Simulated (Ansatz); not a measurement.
A made-up structure of SnH3O (charge +1), closed shell:

```
5
angstrom
O -0.0483 -0.9383 0.6512
Sn -0.1958 0.3903 -0.2271
H 0.8272 -1.1522 0.6196
H -1.8188 0.5503 -0.0061
H 1.2358 1.1499 -1.0377
```

It is relaxed with PBE-D4/def2-SVP and then PBE0-D4/def2-TZVP (Ansatz 0.2.0). Atoms count as bonded within 1.22 times the sum of their covalent radii (H–H: 0.88 Å). The end point is not checked to be a true minimum.

(1) Does its bonding change? (Judge from chemistry; the calculation decides.)

## Answers

(1) The calculation gives: Yes. Formed: none; broken: Sn2–H3.

Where it ends: The first stage lowers the energy by 3.50 eV in 5 steps. It ends as SnH₃O ([OH][SnH2]), total charge +1:
```
5
angstrom
O 0.1098 -1.0908 0.7236
Sn -0.2601 0.4746 -0.2715
H 1.0149 -1.4251 0.7678
H -1.8984 0.8178 -0.1729
H 1.0338 1.2236 -1.0469
```

Labels in which every atom is bracketed show which atoms are joined, not bond orders.

For scale, one of the runs: PBE0-D4/def2-TZVP relaxation, 99 basis functions, launched by `ansatz run in.yaml --threads 2 --pin off --events-out ev --progress --plain --max-ram 4352MiB`. Hardware: 2 CPU threads of an Arm Neoverse V2, shared host. Wall time about 8 s.
